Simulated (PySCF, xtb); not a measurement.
C3H4Cl2Ge, SMILES ClC1=[CH][Ge@H]([Cl])[CH2]1.

Harmonic wavenumbers (cm⁻¹) from GFN2-xTB run with xtb at its own minimum, in rising order: 57, 128, 197, 267, 300, 376, 411, 500, 536, 607, 616, 682, 802, 811, 1005, 1045, 1102, 1172, 1422, 1585, 1763, 2973, 2994, 3103.

Question: What does PBE-D3(BJ)/def2-SVP (PySCF) give at its own minimum? (An estimate is asked for; the answer gives what the named calculation found.)

Answer: 58, 145, 214, 283, 320, 408, 421, 550, 582, 634, 679, 731, 812, 830, 978, 1030, 1040, 1148, 1364, 1546, 2083, 3009, 3074, 3174. Paired by order, the mean absolute difference is 46 cm⁻¹ and the zero-point energies are 35.0 and 35.9 kcal/mol.
